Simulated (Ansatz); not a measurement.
CCl (SMILES [C]Cl), doublet, geometry from GFN2-xTB; PBE/def2-SVP in Ansatz (a program for electronic structure).

Here is a job for Ansatz.
Ansatz 0.2 input:
```yaml
crystal:
  periodic: [false, false, false]
  atoms:
    - {symbol: C, position_ang: [-0.00000000, -0.00000000, -1.17524834]}
    - {symbol: Cl, position_ang: [0.00000000, 0.00000000, 0.41479353]}
basis:
  gaussian:
    orbitals: def2-SVP
    final_grid: {core_spheres: 4, valence_spheres: 8, degree: 17}
hamiltonian:
  xc: pbe
magnetization: {spin_polarized: true, initial_magnetization: 1}
```

Q: Predict the main parts of the log of this Ansatz run.

A: 
```
Functional definition: PBE
353 factors; their error is unknown
mean field evaluation 1: about -13539.0123 eV, gradient 2.9e1 eV
mean field evaluation 2: about -13528.6486 eV, gradient 4.8e1 eV
mean field evaluation 4: about -13543.5816 eV, gradient 9.9e-1 eV
mean field evaluation 8: about -13543.5657 eV, gradient 6.6e-3 eV
mean field evaluation 16: about -13543.4591 eV, gradient 4.0e0 eV
mean field -13543.56566928 eV, -497.7168581874 hartree, gradient 2.7e-6 eV, S^2 0.752665; 3 other end points of the search recorded, 0 dependent functions left out
reference -13543.56568532 eV, -497.7168587771 hartree; 12, 11 occupied and 20, 21 virtual orbitals, 353 factors
Total energy: -13543.56568532 eV, -497.7168587771 hartree
```
